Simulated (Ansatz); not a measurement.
def2 core potentials replace the inner electrons of Sn.

These are frozen-core CCSD(T)/def2-SVP // PBE0-D3(BJ)/def2-SVP in Ansatz (a first-principles code) values and carry that method's errors.

Ansatz 0.2 input:
```yaml
crystal:
  periodic: [false, false, false]
  atoms:
    - { symbol: C, position_ang: [4.572024, 0.518761, 0.166589] }
    - { symbol: C, position_ang: [3.437149, -0.122048, 0.949012] }
    - { symbol: C, position_ang: [2.076588, 0.060338, 0.285053] }
    - { symbol: C, position_ang: [0.944425, -0.585043, 1.076869] }
    - { symbol: Sn, position_ang: [-0.930319, -0.328145, 0.0995] }
    - { symbol: O, position_ang: [-1.489313, 1.573231, 0.225773] }
    - { symbol: C, position_ang: [-2.338378, 2.139299, -0.731722] }
    - { symbol: O, position_ang: [-2.500445, -1.381992, 0.701953] }
    - { symbol: C, position_ang: [-3.39551, -0.887476, 1.658475] }
    - { symbol: O, position_ang: [-0.763013, -0.830136, -1.803846] }
    - { symbol: C, position_ang: [-1.877258, -1.166523, -2.585026] }
    - { symbol: H, position_ang: [5.541271, 0.371592, 0.666205] }
    - { symbol: H, position_ang: [4.65014, 0.090801, -0.84559] }
    - { symbol: H, position_ang: [4.416501, 1.603629, 0.053836] }
    - { symbol: H, position_ang: [3.633325, -1.201287, 1.077073] }
    - { symbol: H, position_ang: [3.400116, 0.299862, 1.968953] }
    - { symbol: H, position_ang: [2.107686, -0.361116, -0.734602] }
    - { symbol: H, position_ang: [1.875793, 1.138685, 0.159086] }
    - { symbol: H, position_ang: [1.094359, -1.669051, 1.200568] }
    - { symbol: H, position_ang: [0.844423, -0.145902, 2.081993] }
    - { symbol: H, position_ang: [-1.927806, 2.081289, -1.758104] }
    - { symbol: H, position_ang: [-2.479907, 3.207486, -0.493016] }
    - { symbol: H, position_ang: [-3.342883, 1.671593, -0.74898] }
    - { symbol: H, position_ang: [-4.379133, -1.365586, 1.509172] }
    - { symbol: H, position_ang: [-3.071306, -1.118181, 2.692119] }
    - { symbol: H, position_ang: [-3.542886, 0.207237, 1.595769] }
    - { symbol: H, position_ang: [-2.356218, -0.27349, -3.031479] }
    - { symbol: H, position_ang: [-2.652646, -1.714544, -2.019509] }
    - { symbol: H, position_ang: [-1.54678, -1.81318, -3.416127] }
basis:
  gaussian: { orbitals: def2-SVP }
correlation:
  method: ccsd_t
```

Output:

```
Functional definition: HF
2694 factors; integrals over basis functions are off by at most 1.5e-3 eV
mean field evaluation 1: about -19396.9782 eV, gradient 5.7e1 eV
mean field evaluation 2: about -19397.0038 eV, gradient 5.7e1 eV
mean field evaluation 4: about -19404.6319 eV, gradient 6.3e0 eV
mean field evaluation 8: about -19404.7449 eV, gradient 7.9e-2 eV
mean field evaluation 16: about -19404.7114 eV, gradient 1.3e0 eV
mean field -19404.74498040 eV, -713.1112250212 hartree, gradient 1.7e-6 eV, S^2 0.000000; 0 other end points of the search recorded, 0 dependent functions left out
14 core orbitals not correlated
reference -19404.74498040 eV, -713.1112250212 hartree; 39, 39 occupied and 203, 203 virtual orbitals, 2694 factors
second order -45.65007856 eV of doubles, -0.00000000 eV of singles
cycle   1  -47.20519344 eV  change    -1.6e0 eV  update   1.6e-1
cycle   2  -48.40837676 eV  change    -1.2e0 eV  update   4.7e-2
cycle   3  -48.73979388 eV  change   -3.3e-1 eV  update   2.6e-2
cycle   4  -48.74001218 eV  change   -2.2e-4 eV  update   6.0e-3
cycle   5  -48.73860853 eV  change    1.4e-3 eV  update   2.9e-3
cycle   6  -48.73973169 eV  change   -1.1e-3 eV  update   9.9e-4
cycle   7  -48.73913971 eV  change    5.9e-4 eV  update   4.0e-4
cycle   8  -48.73895341 eV  change    1.9e-4 eV  update   1.2e-4
cycle   9  -48.73896509 eV  change   -1.2e-5 eV  update   4.5e-5
perturbative correction -1.39691584 eV, -0.0513357103 hartree
Total energy: -19454.88086134 eV, -714.9536846622 hartree
```

Cost: roughly 70 core-minutes.
